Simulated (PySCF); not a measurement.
**Al+: ionisation energy**

Al+ [Ne] 3s2 (1S) → Al(2+) [Ne] 3s1 (2S), as a difference of total energies. All numbers are calculated (PySCF 2.14, the spin-free X2C one-electron Hamiltonian (Gaussian nucleus), in x2c-TZVPPall with one added diffuse shell each of s, p, d type (6s6p4d1f, 51 functions)). Correlated levels: valence: [Ne] frozen; valence and next inner shell: 1s2 frozen. The calculations carry no spin-orbit coupling.

```json
{"method": "UHF", "ionisation energy (eV)": "17.561", "error (eV)": "-1.268"}
{"method": "LDA", "ionisation energy (eV)": "18.948", "error (eV)": "+0.119"}
{"method": "PBE", "ionisation energy (eV)": "18.815", "error (eV)": "-0.014"}
{"method": "PBE0", "ionisation energy (eV)": "18.707", "error (eV)": "-0.122"}
{"method": "r2SCAN", "ionisation energy (eV)": "18.415", "error (eV)": "-0.414"}
{"method": "M06", "ionisation energy (eV)": "18.860", "error (eV)": "+0.031"}
{"method": "TPSS", "ionisation energy (eV)": "18.672", "error (eV)": "-0.157"}
{"method": "wB97X-V", "ionisation energy (eV)": "18.707", "error (eV)": "-0.122"}
{"method": "revPBE", "ionisation energy (eV)": "18.730", "error (eV)": "-0.099"}
{"method": "MP2 (valence)", "ionisation energy (eV)": "18.312", "error (eV)": "-0.517"}
{"method": "SCS-MP2 (valence)", "ionisation energy (eV)": "18.462", "error (eV)": "-0.367"}
{"method": "MP2 (valence and next inner shell)", "ionisation energy (eV)": "18.496", "error (eV)": "-0.333"}
{"method": "SCS-MP2 (valence and next inner shell)", "ionisation energy (eV)": "18.606", "error (eV)": "-0.223"}
```

Reference: 18.829 eV (measured; NIST Atomic Spectra Database, ionization energies).

Errors of the correlated levels include the incompleteness of this basis and the frozen core.

MP2 underrates the near-degeneracy of ns² with np² in the lower species.
